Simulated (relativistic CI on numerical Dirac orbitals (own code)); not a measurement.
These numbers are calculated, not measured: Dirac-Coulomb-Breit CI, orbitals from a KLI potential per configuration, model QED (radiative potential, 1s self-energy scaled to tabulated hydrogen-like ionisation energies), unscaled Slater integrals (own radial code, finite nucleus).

Configurations in the expansion (outside the closed core [Kr]): 4d10 4f13 5s2, 4d10 4f14 5s, 4d10 4f13 5s 5p, 4d10 4f14 5p, 4d10 4f12 5s2 5p, 4d10 4f13 5s 5d, 4d10 4f12 5s 5p2, 4d10 4f14 5d, 4d10 4f13 5s 5f, 4d10 4f12 5s2 5d, 4d10 4f11 5s2 5p 5d, 4d10 4f13 5p 5d, 4d10 4f14 6s, 4d9 4f14 5s2, 4d10 4f14 5f, 4d10 4f13 5s 5g, 4d10 4f11 5s2 5p 6s, 4d10 4f13 5p 6s, 4d10 4f12 5s2 6s, 4d10 4f13 5s 6s, 4d10 4f12 5s 5d2, 4d10 4f14 5g, 4d10 4f12 5s2 5f, 4d10 4f12 5s2 6p, 4d10 4f13 5s 6p, 4d10 4f12 5s 5d 6s, 4d10 4f13 5p2, 4d10 4f12 5p3, 4d10 4f12 5p2 5d. Double excitations out of closed p, d and f shells are left out; levels of such configurations are missing from the list, as are those of other unlisted configurations, and high levels can miss mixing partners. Some configurations lack a partner that the ground configuration has and come out too high, among them 4d9 4f14 5s2, 4d10 4f12 5s2 6s, 4d10 4f12 5s2 5f, 4d10 4f12 5s2 6p.

At this charge transitions that keep the count of f electrons are usually good to a few per cent. Terms inside the open d or f shell come out 10 to 20 % too wide with unscaled integrals. Levels that differ in their count of f electrons can be misplaced by several ten thousand cm⁻¹, since the correlation energy of f electrons is missing or only estimated; rates across such gaps can be off by orders of magnitude.

Outline of the computed level scheme of Ir XVII. Lowest level of each configuration: 4d10 4f13 5s2 2F°_7/2 at 0.0000 eV; 4d10 4f14 5s 2S_1/2 at 4.2149 eV; 4d10 4f13 5s 5p 4D_7/2 at 33.1720 eV; 4d10 4f12 5s2 5p 4G°_11/2 at 34.1878 eV; 4d10 4f14 5p 2P°_1/2 at 42.6031 eV.

Some strong electric-dipole decays among the lowest 45 levels: 4d10 4f14 5p 2P°_1/2 → 4d10 4f14 5s 2S_1/2 (1.2e+10 s⁻¹); 4d10 4f13 5s 5p 4F_3/2 → 4d10 4f13 5s2 2F°_5/2 (3.9e+09 s⁻¹); 4d10 4f13 5s 5p 2G_7/2 → 4d10 4f13 5s2 2F°_5/2 (3.6e+09 s⁻¹); 4d10 4f13 5s 5p 4G_9/2 → 4d10 4f13 5s2 2F°_7/2 (3.6e+09 s⁻¹); 4d10 4f12 5s2 5p 4D°_1/2 → 4d10 4f14 5s 2S_1/2 (2.7e+09 s⁻¹); 4d10 4f13 5s 5p 2G_7/2 → 4d10 4f13 5s2 2F°_7/2 (2.4e+09 s⁻¹); 4d10 4f13 5s 5p 2D_5/2 → 4d10 4f13 5s2 2F°_5/2 (2.4e+09 s⁻¹); 4d10 4f13 5s 5p 2F_5/2 → 4d10 4f13 5s2 2F°_7/2 (2.2e+09 s⁻¹).

LS names give the leading component of a level, which can be under half, so a name can repeat, a term be missing and a line seem to break the LS rules.
